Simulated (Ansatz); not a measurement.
Li₁₈, relaxed as a singlet with RKS PBE0/def2-SVP in Ansatz, starting from the GFN1-xTB geometry. Force threshold 0.02 eV/Å.

The restricted singlet is unstable towards broken spin symmetry in Hartree–Fock (as tested in another run); at PBE0/def2-SVP this wasn't settled. Another isomer (singlet) lies 0.22 eV lower at PBE0/def2-TZVP; other spin states weren't run for this one.

Start:

Cartesian coordinates in Å:
```
Li -1.9672 2.1396 -1.4612
Li -2.2318 -0.6620 -1.8679
Li -0.3237 0.8616 -3.1151
Li 0.6292 -1.5835 -2.4582
Li 2.1516 0.9123 -2.1987
Li -2.5772 -1.8128 0.8758
Li -1.1210 -2.9444 -0.9617
Li -1.7803 0.1147 2.6587
Li 1.2354 -3.0161 0.1128
Li 2.3543 -1.2325 1.8454
Li -0.2382 -2.0937 2.1973
Li 0.5783 2.7894 -1.1265
Li -3.2226 0.6746 0.3645
Li 0.8138 0.7004 2.8348
Li 1.2648 2.9166 1.4516
Li 2.8969 -1.2597 -0.8956
Li 2.8208 1.0910 0.4759
Li -1.2832 2.4045 1.2680
```

| step | energy (eV) | largest force component (eV/Å) | SCF passes |
| --- | --- | --- | --- |
| 1 | -3669.5262 | 0.605 | 21 |
| 2 | -3670.5367 | 0.414 | 23 |
| 3 | -3671.1484 | 0.333 | 29 |
| 4 | -3671.6435 | 0.197 | 29 |
| 5 | -3671.9363 | 0.189 | 30 |
| 6 | -3672.0979 | 0.201 | 31 |
| 7 | -3672.2219 | 0.173 | 34 |
| 8 | -3672.3430 | 0.129 | 34 |
| 9 | -3672.4569 | 0.064 | 32 |
| 10 | -3672.4955 | 0.143 | 33 |
| 11 | -3672.5461 | 0.074 | 33 |
| 13 | -3672.6516 | 0.070 | 32 |
| 15 | -3672.7229 | 0.035 | 32 |
| 17 | -3672.8397 | 0.060 | 34 |
| 19 | -3673.0350 | 0.104 | 34 |
| 21 | -3673.2749 | 0.130 | 31 |
| 23 | -3673.4698 | 0.077 | 28 |
| 25 | -3673.5172 | 0.078 | 26 |
| 27 | -3673.5388 | 0.021 | 28 |
| 29 | -3673.5409 | 0.007 | 20 |
| 31 | -3673.5427 | 0.016 | 28 |

Force components are those of the run's own axes.

End:

Cartesian coordinates in Å:
```
Li -3.019 2.355 -1.675
Li -2.813 -0.384 -0.329
Li -0.611 0.523 -2.386
Li 1.839 -1.539 -1.990
Li 3.107 1.384 -2.351
Li -1.749 -3.243 1.255
Li -1.158 -2.658 -1.754
Li -1.764 -0.307 2.516
Li 1.160 -3.862 0.012
Li 0.948 -2.223 2.727
Li 0.004 -1.315 0.353
Li 0.454 3.335 -1.574
Li -3.890 1.870 1.522
Li 1.076 1.016 2.315
Li 2.978 2.759 0.597
Li 3.280 -0.551 0.695
Li 1.322 0.939 -0.450
Li -1.164 1.899 0.516
```

Bonds lost: Li1–Li12, Li1–Li13, Li2–Li6, Li3–Li4, Li3–Li5, Li5–Li12, Li5–Li16, Li6–Li13 (atoms count from 1). Bonds formed: Li2–Li8, Li2–Li11, Li2–Li18, Li3–Li17, Li4–Li11, Li4–Li17, Li7–Li11, Li11–Li17 (atoms count from 1). Metal–metal contacts that move far: Li7–Li9 2.59 to 3.15 Å, Li4–Li7 2.67 to 3.21 Å, Li6–Li7 2.60 to 3.12 Å.

The force fell under the threshold at step 28, but the optimiser went on and released 0.002 eV more. No frequencies were taken in this run, so the end may be a saddle point.

Run time 1.8 min (4 threads of Intel Xeon 6975P-C on a shared host), peak host memory 0.66 GiB.
